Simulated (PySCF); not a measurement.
**Dipole response of Ar²⁺ (argon, charge +2)**

[Ne] 3s2 3p4, high-spin 3P determinant. Calculation: PySCF 2.14, in aug-cc-pV(T+d)Z with one added diffuse shell each of s, p, d, f type (7s6p5d3f, 71 functions); no relativity, point nucleus. Coupled (time-dependent) response in atomic units; α is the mean over directions.

```csv
method,mean α (bohr³),"α xx, yy, zz",C₆ (like pair),S(−4)
UHF,4.793,"4.862, 4.656, 4.862",16.82,5.620
PBE,4.833,"4.867, 4.764, 4.867",16.99,5.695
PBE0,4.798,"4.842, 4.708, 4.842",16.83,5.596
BHandHLYP,4.789,"4.837, 4.693, 4.837",16.78,5.556
MN15,4.746,"4.844, 4.551, 4.844",16.03,6.027
```

S(−4) is the Cauchy moment in α(ω) = α(0) + S(−4) ω² + …

α(iu) at PBE0:

```csv
u (hartree),α(iu) (bohr³)
0,4.798
0.0500,4.784
0.100,4.743
0.200,4.586
0.300,4.349
0.500,3.746
0.750,2.967
1.00,2.315
1.50,1.446
2.00,0.9659
3.00,0.5157
5.00,0.2263
```

A single London oscillator, α(iu) = α/(1 + u²/ω²), gives C₆ = (3/4) ω α². Matching the computed C₆ needs ω = 4 × 16.83 / (3 × 4.798²) = 0.975 hartree.

For an ion, C₆ is the dispersion term alone; charge-induced terms of lower order in 1/R come first.

The components differ because the open shell of this determinant is not spherical; for a pure term their mean is the scalar polarisability.
